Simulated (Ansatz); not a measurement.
Reaction (ligand exchange at the Si–Te bond): `O[SiH](F)[TeH]` + `CN[SiH2]Cl` → `CN([SiH2]Cl)[SiH](O)F` + H₂Te

Gas-phase electronic energies from Ansatz, PBE0-D4/def2-TZVP geometries. CCSD(T)/CBS is the MP2 limit (def2-TZVPP, def2-QZVPP) plus CCSD(T) − MP2 in def2-TZVPP, frozen cores. Functionals use def2-TZVPP. B3LYP here is the variant with VWN-RPA as its local correlation; programs differ in this. def2 core potentials past Kr. For Te outer-core shells are correlated without core-valence functions, which leaves a few kJ/mol of doubt a bond. One conformer a species, not always the lowest.

```json
{"level": "PBE-D4", "ΔE (kJ/mol)": "-4.6"}
{"level": "r2SCAN-D4", "ΔE (kJ/mol)": "-14.1"}
{"level": "B3LYP-D4", "ΔE (kJ/mol)": "-17.6"}
{"level": "PBE", "ΔE (kJ/mol)": "2.2"}
{"level": "HF/def2-TZVPP", "ΔE (kJ/mol)": "-17.7"}
{"level": "CCSD/def2-TZVPP", "ΔE (kJ/mol)": "-24.3"}
{"level": "CCSD(T)/def2-TZVPP", "ΔE (kJ/mol)": "-24.6"}
{"level": "CCSD/CBS(def2)", "ΔE (kJ/mol)": "-16.4"}
```

(1) What does CCSD(T)/CBS give? (Best estimate.)

Largest T1 diagnostic among the species: 0.012.

Results:

(1) The calculation gave: -16.6 kJ/mol. The listed levels differ from it by 12.0, 2.5, -1.0, 18.8, -1.1, -7.7, -8.0, 0.2 kJ/mol.

From PBE to PBE0 (25 % exact exchange), in def2-TZVPP and without D4, ΔE moves by −5.3 kJ/mol. The D4 term adds −10.5 kJ/mol with B3LYP and −6.1 kJ/mol with PBE0; it sums over pairs of atoms, weighted by their polarisabilities, and B3LYP, whose exchange is more repulsive, gets the larger term.
